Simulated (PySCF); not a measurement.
C₃H₁₁NOSi, SMILES CC(C)O[SiH2]N.

Coordinates come from a TPSSh-D3(BJ)/def2-SVP optimisation. The structure was generated by enumeration, and PubChem lists no compound with its InChIKey, so it may never have been made. One conformer was computed; it need not be the lowest.

Computed with TDA-PBE0/def2-SVPD in PySCF.

Vertical excitations. The molecule is in vacuum.

```
state  energy (eV)  λ (nm)      f                                             main pairs
-----  -----------  ------  -----  -----------------------------------------------------
S1            6.61     187  0.066                                         HOMO→LUMO 92 %
S2            7.40     168  0.029                                       HOMO−1→LUMO 81 %
S3            7.55     164  0.021   HOMO→LUMO+1 58 %, HOMO→LUMO+2 23 %, HOMO−1→LUMO 11 %
S4            7.77     160  0.001                     HOMO→LUMO+2 71 %, HOMO→LUMO+1 19 %
S5            7.95     156  0.015  HOMO−1→LUMO+1 40 %, HOMO→LUMO+3 36 %, HOMO→LUMO+4 6 %
S6            7.98     155  0.013                     HOMO−2→LUMO 58 %, HOMO→LUMO+3 31 %
T1            6.21     200      0                                         HOMO→LUMO 88 %
T2            7.06     176      0   HOMO→LUMO+1 41 %, HOMO→LUMO+2 32 %, HOMO−1→LUMO 12 %
```
Triplets are in the Tamm–Dancoff approximation.
